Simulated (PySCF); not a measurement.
C$_{4}$H$_{7}$, doublet (typed; the unrestricted solution is spin-contaminated), geometry from GFN2-xTB. Base run: PySCF with CCSD(T)/3-21G.

PySCF was given this input:
```python
from pyscf import gto, scf, cc

mol = gto.M(
    atom='''
C    -0.01583438    0.01152779    1.49894858
C    -0.00222843    0.02374520    0.20492787
H    -0.02223869   -0.69129602    2.29786866
C     0.00269449    1.29161997   -0.60733811
H    -0.00662782    2.16401956    0.03942821
H     0.89090871    1.32760594   -1.23693731
H    -0.87224194    1.32254452   -1.25552371
C     0.01033407   -1.24161286   -0.64220029
H     0.00629703   -2.13018294   -0.01726348
H    -0.86735589   -1.25472468   -1.28612343
H     0.90146410   -1.24964698   -1.26747727
''',
    basis='3-21g',
    spin=1,
    verbose=5,
)

mf = scf.UHF(mol)
mf.kernel()

mycc = cc.CCSD(mf)
mycc.kernel()
et = mycc.ccsd_t()
print('E(CCSD(T)) = %.10f' % (mycc.e_tot + et))
mf.analyze()
```

The base run was repeated with changes; each row names its change, and settings that it needs were set with it.

```json
[
 {"change": "base", "ΔE vs base (kcal/mol)": "0.000", "MP2 correlation (Eh)": "-0.33444", "CC correlation without the perturbative part (Eh)": "-0.38894", "basis functions": "50", "core-seconds (rough)": "20"},
 {"change": "method = cisd", "ΔE vs base (kcal/mol)": "38.30", "MP2 correlation (Eh)": "-", "CC correlation without the perturbative part (Eh)": "-", "basis functions": "50", "core-seconds (rough)": "3"},
 {"change": "cart = on", "ΔE vs base (kcal/mol)": "0.000", "MP2 correlation (Eh)": "-0.33444", "CC correlation without the perturbative part (Eh)": "-0.38894", "basis functions": "50", "core-seconds (rough)": "20"},
 {"change": "density fitting = JK and correlation", "ΔE vs base (kcal/mol)": "0.044", "MP2 correlation (Eh)": "-0.33429", "CC correlation without the perturbative part (Eh)": "-0.38891", "basis functions": "50", "core-seconds (rough)": "20"},
 {"change": "cc.direct = True", "ΔE vs base (kcal/mol)": "0.000", "MP2 correlation (Eh)": "-0.33444", "CC correlation without the perturbative part (Eh)": "-0.38894", "basis functions": "50", "core-seconds (rough)": "20"},
 {"change": "method = ccsd", "ΔE vs base (kcal/mol)": "6.60", "MP2 correlation (Eh)": "-0.33444", "CC correlation without the perturbative part (Eh)": "-0.38894", "basis functions": "50", "core-seconds (rough)": "9"},
 {"change": "cc.conv_tol = 1e-5", "ΔE vs base (kcal/mol)": "0.000", "MP2 correlation (Eh)": "-0.33444", "CC correlation without the perturbative part (Eh)": "-0.38894", "basis functions": "50", "core-seconds (rough)": "20"},
 {"change": "frozen = 3", "ΔE vs base (kcal/mol)": "3.30", "MP2 correlation (Eh)": "-0.32895", "CC correlation without the perturbative part (Eh)": "-0.38378", "basis functions": "50", "core-seconds (rough)": "10"},
 {"change": "cc.level_shift = 0.2", "ΔE vs base (kcal/mol)": "0.000", "MP2 correlation (Eh)": "-0.33444", "CC correlation without the perturbative part (Eh)": "-0.38894", "basis functions": "50", "core-seconds (rough)": "20"},
 {"change": "cc.iterative_damping = 0.8", "ΔE vs base (kcal/mol)": "0.000", "MP2 correlation (Eh)": "-0.33444", "CC correlation without the perturbative part (Eh)": "-0.38894", "basis functions": "50", "core-seconds (rough)": "10"}
]
```

Open shells are given as the SCF converged; they aren't shown to be the lowest states, and a large step between rows can be another state.
